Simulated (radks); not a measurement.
Correlation energies from several functionals, in hartree. Species: Cl6+ [Ne] 3s1; Cs4+ [Kr] 4d10 5s2 5p3; Ga2+ [Ar] 3d10 4s1; In2+ [Kr] 4d10 5s1; Si11+ [He] 2s1. Method: non-relativistic Kohn-Sham, exchange-only PBE, spin-polarised, spherical densities, point nucleus; computed with a radial shooting solver on a logarithmic mesh with Libxc functionals. Every spin shell is full or empty, so the densities are truly spherical. Functionals are evaluated on that one density, not self-consistently.

functional      Cl6+     Cs4+     Ga2+     In2+      Si11+
PW92        -0.98552  -5.0564  -2.6608  -4.5645   -0.26677
PZ          -0.98308  -5.0533  -2.6560  -4.5620   -0.26632
Wigner      -0.55551  -2.6844  -1.5306  -2.5103   -0.11725
Chachiyo    -0.97048  -4.9917  -2.6211  -4.5047   -0.26331
PBE         -0.41720  -2.8075  -1.4016  -2.5386  -0.058464
AM05        -0.89057  -4.7209  -2.4541  -4.2533   -0.23362
TPSS        -0.41874  -2.8081  -1.4035  -2.5392  -0.056757
revTPSS     -0.42730  -2.8385  -1.4238  -2.5679  -0.058911
r2SCAN      -0.42074  -2.8231  -1.4203  -2.5432  -0.060088
B95         -0.52489  -3.4698  -1.6869  -3.0974  -0.095647
